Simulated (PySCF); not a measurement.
An equivalent PySCF input for Tl²⁺ (thallium, charge +2), [Xe] 4f14 5d10 6s1, 2S determinant, with the spin-free X2C one-electron Hamiltonian (Gaussian nucleus):

```python
from pyscf import gto, scf, dft, mp, cc
import basis_set_exchange as bse
mol = gto.M(atom="Tl 0 0 0", charge=2, spin=1, symmetry="D2h",
            basis=gto.basis.parse(bse.get_basis("aug-cc-pwCVTZ-DK3", elements=["Tl"], fmt="nwchem")),
            nucmod="G")
mf = dft.UKS(mol, xc="PBE").sfx2c1e()
mf.irrep_nelec = {'Ag': (12, 11), 'B1g': (3, 3), 'B2g': (3, 3), 'B3g': (3, 3), 'Au': (1, 1), 'B1u': (6, 6), 'B2u': (6, 6), 'B3u': (6, 6)}
mf.kernel()
```

It reaches the same state as the run whose output follows, with an energy that differs only through the grid. The run itself started from symmetry-adapted Hartree-Fock orbitals and held the occupation by maximum overlap, on a logarithmic radial grid, so the iterations belong to that start.

```
SCF conv_tol = 1e-09
number electrons alpha = 40  beta = 39
XC functionals = PBE
    J. P. Perdew, K. Burke, and M. Ernzerhof.,  Phys. Rev. Lett. 77, 3865 (1996)
    J. P. Perdew, K. Burke, and M. Ernzerhof.,  Phys. Rev. Lett. 78, 1396 (1997)
    J. P. Perdew, K. Burke, and M. Ernzerhof.,  Phys. Rev. Lett. 77, 3865 (1996)
    J. P. Perdew, K. Burke, and M. Ernzerhof.,  Phys. Rev. Lett. 78, 1396 (1997)
cycle= 1 E= -20246.914590189  delta_E= -0.0244  |g|= 0.268  |ddm|= 0.98
cycle= 2 E= -20246.9131501017  delta_E= 0.00144  |g|= 0.27  |ddm|= 0.295
cycle= 3 E= -20246.9189976375  delta_E= -0.00585  |g|= 0.0212  |ddm|= 0.153
cycle= 4 E= -20246.9190710926  delta_E= -7.35e-05  |g|= 0.00117  |ddm|= 0.0249
cycle= 5 E= -20246.919071439  delta_E= -3.46e-07  |g|= 2.87e-05  |ddm|= 0.00206
cycle= 6 E= -20246.9190714391  delta_E= -1.38e-10  |g|= 6.36e-07  |ddm|= 4.26e-05
converged SCF energy = -20246.9190714391  <S^2> = 0.75053908  2S+1 = 2.000539
```

Spin-orbit coupling, which splits the p, d and f shells strongly at this Z, is absent.
